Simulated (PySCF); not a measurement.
Static response to an electric field

C3H7ClOSi.
Structure used (GFN2-xTB), in Å, numbered top down from 1:
```xyz
13
C3H7ClOSi angstrom
C      2.0077   -0.1263   -0.7205
C      1.5148    0.9900   -0.2176
O      0.4148    1.0993    0.5500
Si    -0.7284    0.0494    1.0485
C     -1.7456   -0.6434   -0.3973
Cl    -1.8659    1.2314    2.2016
H      1.5408   -1.0788   -0.5425
H      2.8981   -0.1128   -1.3193
H      1.9784    1.9552   -0.3835
H     -0.1405   -1.0112    1.8638
H     -2.1763    0.1603   -0.9916
H     -2.5652   -1.2634   -0.0469
H     -1.1370   -1.2494   -1.0625
```

Level: wB97X-D/def2-SVPD (PySCF), static field, nuclei fixed, core orbitals frozen in the response. The polarisability tensor in these axes (au):

```
x    82.41  -3.81 -10.08
y    -3.81  73.91   8.22
z   -10.08   8.22  75.05
```

Problem. Give the principal values, the mean and the anisotropy Δα = √{½[(α1 − α2)² + (α2 − α3)² + (α1 − α3)²]}.

Solution. Principal values 64.84, 73.67 and 92.84 au; mean 77.12 au = 11.43 Å³ = 12.72 × 10⁻⁴⁰ C²·m²/J; Δα = 24.79 au (32 % of the mean).

Problem. What is the dipole moment, and where does it point?

Solution. (0.45, -1.29, -1.45) D, 2.00 D in size, pointing from the negative to the positive side. Measured along this direction, the outermost atoms are Cl6 at the negative end and H8 at the positive end.

Problem. Find the Langevin capture rate constant for NH4+ (18.034 u) meeting this molecule (121.995 u), k = 2.342 × 10⁻⁹ cm³/s × √(α in Å³ / reduced mass in u).

Solution. The reduced mass is 15.71 u, so k = 2.00 × 10⁻⁹ cm³/s. The formula leaves out the permanent dipole, which adds to the capture rate.

Problem. Along which axes do the principal values lie, and how far do the nuclei extend along each?

Solution. Largest value along (0.71, -0.40, -0.58), where the nuclei span 5.96 Å; middle along (0.63, 0.73, 0.27), 5.11 Å; least along (0.32, -0.56, 0.76), 3.49 Å. The response follows the extents in order.

Problem. Traceless (Buckingham) quadrupole moment about the centre of nuclear charge: eigenvalues?

Solution. -2.58, -1.60, 4.17 D·Å. The values depend on the origin, since the dipole doesn't vanish. The electronic extent ⟨r²⟩ about the same centre is 1037 bohr², a root-mean-square distance of 2.13 Å for the 64 electrons.

Problem. Form Σ f/ω² (atomic units) for the 8 lowest TDDFT singlets, given as eV and f, and set it beside the mean polarisability, which is this sum over all singlets: 6.97, 0.0649; 7.05, 0.2158; 7.43, 0.0132; 7.79, 0.0328; 8.02, 0.0039; 8.30, 0.0033; 8.34, 0.0242; 8.39, 0.0403.

Solution. They add up to 5.55 au, 7.2 % of the 77.12 au; the largest single term is 3.22 au, from the state at 7.05 eV. Terms in order: 0.99, 3.22, 0.18, 0.40, 0.04, 0.04, 0.26, 0.42 au. Higher excitations give the rest. The strengths listed sum to 0.398.

Geometry: GFN2-xTB, one conformer, isolated molecule.

The run behind these numbers computed excited states as well. Time: 59 s wall. Hardware: an x86-64 server with one thread, no GPU, shared host.
